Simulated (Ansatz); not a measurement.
Abridged output of a molecular run in Ansatz:

```
Functional definition: HF
  name "HF"
  cite "Fock, Z. Phys. 61, 126 (1930) doi:10.1007/BF01340294"
  parent pbe
  exchange = exact_x
  correlation = 0
1604 factors; integrals over basis functions are off by at most 1.1e-3 eV
mean field evaluation 1: about -81697.6651 eV, gradient 4.1e1 eV
mean field evaluation 2: about -81697.9154 eV, gradient 4.2e1 eV
mean field evaluation 4: about -81701.6171 eV, gradient 4.4e0 eV
mean field evaluation 8: about -81701.6870 eV, gradient 2.3e-1 eV
mean field -81701.68730153 eV, -3002.4816289385 hartree, gradient 4.6e-6 eV, S^2 0.000000; 0 other end points of the search recorded, 0 dependent functions left out
17 core orbitals not correlated: weight in the atoms' cores, before any rotation towards them, 1.000 or more for the frozen orbitals, at most 0.000 for the correlated occupied ones
reference -81701.68730153 eV, -3002.4816289385 hartree; 20, 20 occupied and 230, 230 virtual orbitals, 1604 factors
second order -24.63655533 eV of doubles, -0.00000000 eV of singles
cycle   1  -25.08512322 eV  change   -4.5e-1 eV  update   1.0e-1
cycle   2  -25.67774103 eV  change   -5.9e-1 eV  update   2.9e-2
cycle   3  -25.79263896 eV  change   -1.1e-1 eV  update   1.5e-2
cycle   4  -25.77670737 eV  change    1.6e-2 eV  update   3.9e-3
cycle   5  -25.77640160 eV  change    3.1e-4 eV  update   1.9e-3
cycle   6  -25.77703642 eV  change   -6.3e-4 eV  update   5.8e-4
cycle   7  -25.77669839 eV  change    3.4e-4 eV  update   1.9e-4
cycle   8  -25.77673269 eV  change   -3.4e-5 eV  update   5.4e-5
cycle   9  -25.77676192 eV  change   -2.9e-5 eV  update   1.6e-5
perturbative correction -0.92976656 eV, -0.0341682908 hartree
Total energy: -81728.39383001 eV, -3003.4630757577 hartree
```

Its atoms:

Z-matrix (Å, degrees):
```
Si
O 1 1.644
Br 1 2.223 2 110.5
C 1 1.846 2 109.0 3 -120.6
H 1 1.478 2 107.2 3 116.3
B 2 1.348 1 139.7 3 -2.6
H 4 1.092 1 110.4 2 -177.7
H 4 1.093 1 110.0 2 -57.8
H 4 1.092 1 110.7 2 62.2
H 6 1.199 2 117.4 1 -179.6
H 6 1.200 2 120.3 1 0.5
```

(1) Which basis set was used?
A. def2-TZVPP
B. def2-SVPD
C. cc-pV(D+d)Z
D. def2-QZVPP

(2) Write the keys of the input that set method, charge and spin (a neutral closed shell needs none for the last two).

Answers

(1) A. It gives 267 functions.

(2) 
```yaml
correlation: {method: ccsd_t}
```
